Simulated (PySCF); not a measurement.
C₆H₄F₃NP₂.
Z-matrix (Å and degrees, GFN2-xTB geometry), rows numbered from 1:
```
F 
C   1  1.3378
F   2  1.3447  1  106.33
F   2  1.3420  1  106.52  3   113.88
P   2  1.9086  1  109.47  3  -122.78
P   5  2.0355  2  105.56  1   179.36
C   6  1.8281  5  107.02  2     2.28
C   7  1.3922  6  122.04  5   -91.82
C   8  1.3841  7  118.82  6  -176.90
C   9  1.3869  8  118.38  7     1.10
N  10  1.3218  9  123.02  8     0.21
C  11  1.3139 10  118.88  9    -0.59
H   8  1.0812  7  120.47  6     4.25
H   9  1.0785  8  120.77  7  -178.90
H  10  1.0813  9  121.45  8  -179.91
H  12  1.0829  7  120.86  6    -4.23
```

NICS is the negative of the GIAO shielding at a point without a nucleus: at the ring centre (0) and 1 Å above and below it (1); zz is the component along the ring normal. Level: GIAO PBE0/pcSseg-1 (PySCF, non-relativistic, gas phase) on the GFN2-xTB geometry, one conformer.

Ring bond lengths (Å), with Mayer bond orders in brackets: C7–C8 1.392 (1.37), C8–C9 1.384 (1.45), C9–C10 1.387 (1.39), C10–N11 1.322 (1.46), N11–C12 1.314 (1.51), C12–C7 1.397 (1.34).

Task: Give the NICS values of each ring in ppm.

Result: 
```json
{"ring": "C7–C8–C9–C10–N11–C12", "type": "6-membered ring with N; formal bonds all aromatic", "NICS(0)": "-6.6", "NICS(1), two faces": "-10.6 / -10.3", "NICS(1)zz, two faces": "-28.5 / -28.4", "rms pucker (Å)": "0.01", "centre to ring atoms, mean (Å)": "1.37"}
```

Task: What do they say, and how far can they be read as aromaticity?

Result: 
- C7–C8–C9–C10–N11–C12: mean NICS(1)zz -28.4 ppm, shielded. For a flat ring without four-coordinate atoms the NICS criterion counts such a value as aromatic.

Task: How equal are the bonds by HOMA? Use HOMA with the parameters of Krygowski (1993).

Result: 
- C7–C8–C9–C10–N11–C12: HOMA 0.99; the largest term is that of N11–C12, α(R − Ropt)² = 0.04. The geometric and the magnetic index point the same way.

Task: What field does 11.7 T along the ring normal induce along that normal at the first NICS(1) probe listed for ring C7–C8–C9–C10–N11–C12, 1 Å off the ring?

Result: NICSzz × B0 = -28.5 ppm × 11.7 T = -333 μT, against the applied field.

Task: Give the inner angles of the rings and the Hirshfeld charges of the ring atoms.

Result: 
- C7–C8–C9–C10–N11–C12: C7 117.8° (-0.073 e), C8 118.8° (-0.037 e), C9 118.4° (-0.045 e), C10 123.0° (+0.025 e), N11 118.9° (-0.154 e), C12 123.1° (+0.012 e); sum 720.0° against 720° for a flat convex ring.

Task: How shielded are the nuclei of the rings and their hydrogens (means over atoms taken as equivalent)?

Result: 
| atoms | environment | σ isotropic (ppm) | principal values of the symmetric part, first atom (ppm) |
| --- | --- | --- | --- |
| C7 | substituted aromatic carbon | 40.6 | -53.8, 37.0, 138.7 |
| C8 | aromatic CH carbon | 43.4 | -68.4, 20.8, 177.9 |
| C9 | aromatic CH carbon | 58.9 | -55.2, 52.8, 179.0 |
| C10 | aromatic CH next to a ring nitrogen | 30.9 | -79.5, 21.5, 150.8 |
| N11 | pyridine-type nitrogen | -88.5 | -403.7, -170.3, 308.6 |
| C12 | aromatic CH next to a ring nitrogen | 33.6 | -66.2, 21.3, 145.6 |
| H13 | aromatic hydrogen | 23.99 | 20.9, 22.6, 28.5 |
| H14 | aromatic hydrogen | 24.21 | 21.7, 23.5, 27.4 |
| H15 | aromatic hydrogen | 22.82 | 19.1, 22.9, 26.4 |
| H16 | aromatic hydrogen | 23.06 | 19.1, 21.7, 28.4 |
